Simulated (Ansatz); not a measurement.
CH5BF2Si can be A, `CB[SiH](F)F`, or B, `FB(F)C[SiH3]`.

Program: Ansatz. Geometries: PBE0-D4/def2-TZVP. ΔE: electronic, gas phase. CBS: MP2 limit from def2 TZ/QZ plus the TZ coupled-cluster correction, frozen cores. Functionals use def2-TZVPP. B3LYP here is the variant with VWN-RPA as its local correlation; programs differ in this. Each species was taken in one conformer, which may not be the lowest.

Task: Which is lower in electronic energy at CCSD(T)/CBS, and by how much? (Best estimate.)

Result: Ansatz gave: B, by 59.4 kJ/mol.

Task: Give E(B) − E(A) in kJ/mol with B3LYP, B3LYP-D4, r2SCAN-D4, HF/def2-TZVPP, PBE0-D4, CCSD/def2-TZVPP, ωB97M-V. (Best estimate.)

Result: The calculation gave: B3LYP -62.4, B3LYP-D4 -63.5, r2SCAN-D4 -68.6, HF/def2-TZVPP -61.3, PBE0-D4 -70.3, CCSD/def2-TZVPP -66.2, ωB97M-V -69.6. None reverses the order clearly.

Largest T1 diagnostic: 0.012.

In def2-TZVPP, CCSD(T) changes the Hartree–Fock value by −7.5 kJ/mol (the triples alone add −2.7 kJ/mol) and MP2 by −7.5 kJ/mol.
